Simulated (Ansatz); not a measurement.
C₂H₇GeNSi (`C[SiH]([GeH3])C#N`), relaxed with RKS PBE-D4/def2-SVP in the Gaussian-basis code of Ansatz from a rough embedded geometry. The force threshold is 0.03 eV/Å; the program also tests the step.

Charge 0, multiplicity 1.

Start:

```xyz
12

C     1.655   -0.075    0.377
Si    0.007   -0.685   -0.072
Ge   -1.144    1.067   -1.002
C    -0.938   -1.312    1.409
N    -1.422   -1.677    2.331
H     1.626    0.713    1.158
H     2.252   -0.945    0.856
H     2.204    0.244   -0.488
H     0.104   -1.755   -1.012
H    -0.440    1.601   -2.239
H    -1.286    2.234    0.057
H    -2.618    0.590   -1.376
```

Q: How much energy does the relaxation release, and in how many steps? (Best estimate.)

A: The calculation gave: 62.44 kJ/mol, in 5 steps.

Q: Which bonds change most? (Best estimate.)

A: Ansatz gave: Si2–Ge3 from 2.293 to 2.395 Å; Si2–H9 from 1.427 to 1.503 Å; C1–Si2 from 1.814 to 1.886 Å; C4–N5 from 1.103 to 1.174 Å.

Q: Give the relaxed structure. (Best estimate.)

A: Ansatz gave: 
```xyz
12

C     1.762   -0.134    0.443
Si    0.040   -0.675   -0.103
Ge   -1.264    1.113   -1.018
C    -0.884   -1.297    1.398
N    -1.477   -1.647    2.349
H     1.697    0.688    1.183
H     2.303   -0.984    0.907
H     2.347    0.224   -0.428
H     0.101   -1.832   -1.061
H    -0.562    1.660   -2.290
H    -1.380    2.262    0.017
H    -2.682    0.622   -1.398
```
